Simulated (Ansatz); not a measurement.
A nudged elastic band was laid between two geometries of BF2H3Si + H2S (10 atoms, charge 0, multiplicity 1).

All numbers below come from Ansatz, RKS PBE0-D4/6-31G*.

```yaml
movable_images: 9
climbing_image: yes
spring: 5.0 eV/Å²
optimiser: quadratic models (default)
start_path: through a guess of the saddle point
force_threshold: 0.05 eV/Å
iteration_limit: 60
end_points: relaxed
```

Initial state:

```xyz
10
Properties=species:S:1:pos:R:3
B -0.661 -0.630 -1.039
Si 1.234 -0.661 -0.318
F -1.484 -1.650 -0.861
F -1.105 0.364 -1.797
H -0.291 1.367 2.128
S -1.446 1.052 1.514
H 1.778 0.722 -0.190
H 2.136 -1.424 -1.231
H 1.278 -1.315 1.021
H -1.438 2.175 0.774
```

Final state:

```xyz
10
Properties=species:S:1:pos:R:3
B -1.787 0.083 -0.577
Si 1.868 -0.562 0.325
F -2.131 -1.183 -0.697
F -0.820 0.555 -1.348
H 0.633 -0.409 1.142
S -2.650 1.121 0.622
H 2.279 0.765 -0.206
H 1.606 -1.494 -0.802
H 2.952 -1.111 1.185
H -1.949 2.235 0.354
```

Q: What changes between the two ends?

A: Bonds broken: B1–Si2, H5–S6. Bonds formed: B1–S6, Si2–H5. BF2H3Si + H2S becomes BF2HS + H4Si.

Q: Give the energies along the band, and the barrier.

A: It converged. The highest image is number 4 of 0 to 10, 1.23 eV above the first end and 2.06 eV above the last; the last end lies 0.83 eV below the first. A vibrational analysis at the climbing image gives one clearly imaginary mode, 964i cm⁻¹: a first-order saddle point. The orbitals stay closed-shell, which can raise the energy where a bond breaks towards radicals; this wasn't checked here.

```
image  path coordinate (Å)  energy (eV)  B1–Si2 (Å)  H5–S6 (Å)  B1–S6 (Å)
    0                 0.00         0.00        2.03       1.35       3.16
    1                 0.62         0.04        2.04       1.34       3.03
    2                 1.25         0.18        2.04       1.35       3.09
    3                 1.87         0.53        2.04       1.37       2.68
    4                 2.50         1.23        2.18       1.61       2.14
    5                 3.06         0.21        2.52       2.11       1.90
    6                 3.62        -0.44        2.94       2.48       1.83
    7                 4.18        -0.70        3.29       2.75       1.81
    8                 4.74        -0.80        3.56       3.06       1.81
    9                 5.31        -0.82        3.73       3.38       1.81
   10                 5.87        -0.83        3.82       3.66       1.81
```

Q: What is the geometry of the highest image?

A: 
```xyz
10
Properties=species:S:1:pos:R:3:forces:R:3
B -0.844 -0.205 -0.430 0.00 -0.01 0.04
Si 1.289 -0.476 -0.058 0.01 -0.01 0.00
F -1.406 -1.427 -0.386 -0.01 0.01 -0.01
F -0.941 0.546 -1.543 -0.01 0.00 -0.02
H -0.270 0.322 0.773 -0.02 0.01 -0.01
S -1.713 0.897 1.182 0.02 0.00 0.00
H 2.071 0.788 -0.133 0.00 0.01 0.01
H 1.573 -1.324 -1.248 0.00 0.00 0.00
H 1.633 -1.213 1.187 0.00 0.00 0.00
H -1.391 2.093 0.656 0.00 0.00 0.00
```

Q: What are the harmonic wavenumbers there?

A: 964i, 123, 155, 186, 226, 269, 307, 349, 479, 548, 558, 691, 736, 912, 920, 942, 1084, 1159, 1373, 1597, 2257, 2279, 2283, 2744 cm⁻¹.

The band took 14 iterations and about 8 core-minutes.

Run time: 4 min on 2 threads of Intel(R) Xeon(R) Platinum 8488C (Sapphire Rapids) (shared host), peak memory 0.22 GiB.
